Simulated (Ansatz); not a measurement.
One change: `C[SiH](F)S[SiH](O)O` becomes `O[SiH](O)S[SiH](O)O`.

Ansatz, PBE0-D4/def2-TZVP geometries, multiplicity 1. Each molecule was computed in one conformer, which needn't be the lowest.

```json
{"property": "HOMO energy (B3LYP/def2-TZVPP) / eV", "`C[SiH](F)S[SiH](O)O`": "-7.64"}
{"property": "LUMO energy (PBE0/def2-TZVPP) / eV", "`C[SiH](F)S[SiH](O)O`": "0.42"}
{"property": "size of the dipole moment (PBE/def2-TZVPP) / D", "`C[SiH](F)S[SiH](O)O`": "2.36"}
{"property": "LUMO energy (PBE/def2-TZVPP) / eV", "`C[SiH](F)S[SiH](O)O`": "-0.47"}
{"property": "HOMO energy (PBE/def2-TZVPP) / eV", "`C[SiH](F)S[SiH](O)O`": "-6.65"}
{"property": "size of the dipole moment (ωB97M-V/def2-TZVPP) / D", "`C[SiH](F)S[SiH](O)O`": "2.45"}
```

Task: Give the same properties after the change, and the shifts. (Estimate.)

Result: Computed: 
```
                                          property  `O[SiH](O)S[SiH](O)O`  shift
               HOMO energy (B3LYP/def2-TZVPP) / eV                  -7.54   0.10
                LUMO energy (PBE0/def2-TZVPP) / eV                   0.20  -0.22
    size of the dipole moment (PBE/def2-TZVPP) / D                   2.12  -0.24
                 LUMO energy (PBE/def2-TZVPP) / eV                  -0.67  -0.20
                 HOMO energy (PBE/def2-TZVPP) / eV                  -6.54   0.11
size of the dipole moment (ωB97M-V/def2-TZVPP) / D                   2.18  -0.27
```

With PBE0 the HOMO rises by 0.09 eV and the LUMO falls by 0.22 eV, so the gap narrows by about 0.31 eV. PBE moves the HOMO by 0.11 eV and ωB97M-V by 0.09 eV. Dipoles are sizes alone; their direction can turn.

B3LYP here is the variant with VWN-RPA as its local correlation; programs differ in this.
